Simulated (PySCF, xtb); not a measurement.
ReO3F, SMILES [O]=[Re](=[O])(=[O])[F], multiplicity 1.

GFN2-xTB (xtb) at its own geometry gives an orbital gap of 3.75 eV and a dipole moment of 3.09 D.

Geometry: PBE0-D3(BJ)/def2-SVP. The spin state was assumed, not searched. The def2 effective core potentials stand for the cores of Re; spin–orbit coupling is left out.

Question: What does HF/def2-TZVP run with PySCF give? (An estimate is asked for; the answer gives what the named calculation found.)

Answer: gap 14.54 eV (levels -14.41 and 0.13 eV), dipole 1.33 D.
